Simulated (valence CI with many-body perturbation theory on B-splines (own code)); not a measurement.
**Forbidden lines of Ru5+**

Calculated by configuration interaction combined with many-body perturbation theory (CI+MBPT): three valence electrons over a frozen Dirac-Fock core [Kr], a basis of 9 s, 9 p, 10 d, 8 f, 5 g, 3 h, 1 i functions for each j, with the one-electron correlation potential Σ1, the two-electron term Σ2, the three-electron term Σ3, Breit, model QED; selected CI, second order for the rest, scaled by the run's own slope (own B-spline code, finite nucleus).

No measured levels were compared; by estimate terms of the open shell hold to 2 to 4 % of their energy, and close levels can change places; different configurations can be misplaced against each other by 1,000 to 8,000 cm⁻¹. Core correlation moves these levels by up to 17000 cm⁻¹, and in measured spectra 5 to 20 % of such shifts remained as error; rates that hang on mixing are uncertain with them.

Lines 1 to 50 of 120 in falling wavelength, among levels below 31.238 eV, chosen from the decays that carry over 1 % of a level's rate. Wavelengths and rates use the calculated energies, so an error of 2000 cm⁻¹ moves a line at 2781 nm by 56 % and its rate by three times that or more. Electric multipoles are in the length gauge, E1 and E2 with the static RPA response of the core. S is in atomic units (e²a₀⁴ for E2 and M2, e²a₀⁶ for E3), for M1 in squared Bohr magnetons. Weak lines are less certain than strong ones. Lines between different terms over intervals too small for the method are left out, as are lines whose strength nearly cancels. Intervals below about 2000 cm⁻¹, as at the head of this list, are uncertain by tens of per cent.

Names give the largest LS component (configuration and term), which can be under half, so a name can repeat, a term be missing and a line seem to break the LS rules; names also repeat where a configuration has a term twice. Letters in brackets count levels of one name in rising energy.

```
λ vac (nm)           Upper           Lower  Type   A (s⁻¹)  S (a.u.)
      6780      4d³ ⁴F_5/2      4d³ ⁴F_3/2    M1  1.37e-01  9.48e+00
      5637      4d³ ⁴F_7/2      4d³ ⁴F_5/2    M1  2.39e-01  1.27e+01
      5239      4d³ ⁴F_9/2      4d³ ⁴F_7/2    M1  1.84e-01  9.82e+00
      4116      4d³ ⁴P_5/2      4d³ ⁴P_3/2    M1  1.92e-01  2.97e+00
      2781  4d³ ²D_3/2 [a]      4d³ ⁴P_5/2    M1  1.23e-01  3.91e-01
      2561  4d³ ²D_5/2 [a]  4d³ ²D_3/2 [a]    M1  4.04e-01  1.51e+00
      2302      4d³ ²P_3/2      4d³ ²P_1/2    M1  4.57e-01  8.28e-01
      1961      4d³ ²H_9/2      4d³ ²G_9/2    M1  8.12e-01  2.27e+00
      1928     4d³ ²H_11/2      4d³ ²G_9/2    M1  5.16e-01  1.65e+00
      1922      4d³ ²P_3/2  4d³ ²D_3/2 [a]    M1  1.19e+00  1.25e+00
      1696  4d³ ²D_3/2 [a]      4d³ ⁴P_1/2    M1  4.05e-01  2.93e-01
      1670      4d³ ²H_9/2      4d³ ²G_7/2    M1  7.84e-01  1.35e+00
      1660  4d³ ²D_3/2 [a]      4d³ ⁴P_3/2    M1  1.13e+00  7.67e-01
      1480      4d³ ²P_1/2      4d³ ⁴P_1/2    M1  1.83e+00  4.39e-01
      1333  4d³ ²D_5/2 [a]      4d³ ⁴P_5/2    M1  2.39e-01  1.26e-01
      1137      4d³ ²P_3/2      4d³ ⁴P_5/2    M1  1.06e+00  2.31e-01
      1001      4d³ ²F_5/2  4d³ ²D_5/2 [a]    M1  5.63e-02  1.25e-02
     947.7      4d³ ²G_7/2      4d³ ⁴F_9/2    M1  2.81e-02  7.10e-03
     926.5      4d³ ⁴P_3/2      4d³ ⁴F_7/2    E2  1.07e-02  2.61e+00
     900.9      4d³ ²P_3/2      4d³ ⁴P_1/2    M1  6.96e-02  7.55e-03
     883.8      4d³ ⁴P_5/2      4d³ ⁴F_9/2    E2  2.21e-02  6.39e+00
     874.3      4d³ ²G_9/2      4d³ ⁴F_9/2    M1  1.68e+00  4.16e-01
     849.4      4d³ ²F_7/2      4d³ ²H_9/2    M1  3.81e-02  6.92e-03
     815.0      4d³ ²F_5/2      4d³ ²H_9/2    E2  2.77e-02  5.33e+00
     802.5      4d³ ²G_7/2      4d³ ⁴F_7/2    M1  9.38e-01  1.44e-01
     795.7      4d³ ⁴P_3/2      4d³ ⁴F_5/2    M1  1.31e-01  9.78e-03
     795.7      4d³ ⁴P_3/2      4d³ ⁴F_5/2    E2  1.77e-02  2.01e+00
     787.6      4d³ ⁴P_1/2      4d³ ⁴F_5/2    E2  2.02e-02  1.09e+00
     756.3      4d³ ⁴P_5/2      4d³ ⁴F_7/2    M1  4.50e-02  4.33e-03
     756.3      4d³ ⁴P_5/2      4d³ ⁴F_7/2    E2  1.56e-02  2.07e+00
     749.2      4d³ ²G_9/2      4d³ ⁴F_7/2    M1  9.10e-01  1.42e-01
     719.5      4d³ ²F_5/2  4d³ ²D_3/2 [a]    M1  2.12e-02  1.76e-03
     712.1      4d³ ⁴P_3/2      4d³ ⁴F_3/2    M1  2.43e-01  1.30e-02
     712.1      4d³ ⁴P_3/2      4d³ ⁴F_3/2    E2  1.07e-02  6.97e-01
     705.7      4d³ ⁴P_1/2      4d³ ⁴F_3/2    E2  5.71e-02  1.78e+00
     705.7      4d³ ⁴P_1/2      4d³ ⁴F_3/2    M1  1.87e-02  4.86e-04
     702.5      4d³ ²G_7/2      4d³ ⁴F_5/2    M1  1.20e+00  1.23e-01
     666.8      4d³ ⁴P_5/2      4d³ ⁴F_5/2    M1  2.85e-02  1.88e-03
     666.8      4d³ ⁴P_5/2      4d³ ⁴F_5/2    E2  6.32e-03  4.46e-01
     604.7      4d³ ²H_9/2      4d³ ⁴F_9/2    M1  4.41e-01  3.62e-02
     601.5     4d³ ²H_11/2      4d³ ⁴F_9/2    M1  4.98e-02  4.82e-03
     592.7      4d³ ²F_7/2      4d³ ²G_9/2    M1  2.35e-01  1.45e-02
     592.7      4d³ ²F_7/2      4d³ ²G_9/2    E2  7.69e-02  4.01e+00
     575.7      4d³ ²F_5/2      4d³ ²G_9/2    E2  4.68e-02  1.59e+00
     571.6      4d³ ²F_5/2      4d³ ⁴P_5/2    M1  9.00e-02  3.74e-03
     563.1      4d³ ²F_7/2      4d³ ²G_7/2    M1  9.53e-01  5.05e-02
     547.7      4d³ ²F_5/2      4d³ ²G_7/2    M1  5.91e-01  2.16e-02
     547.7      4d³ ²F_5/2      4d³ ²G_7/2    E2  1.29e-01  3.42e+00
     542.1      4d³ ²H_9/2      4d³ ⁴F_7/2    M1  3.12e-01  1.84e-02
     540.0  4d³ ²D_5/2 [b]      4d³ ²F_5/2    M1  2.56e+00  8.96e-02
```
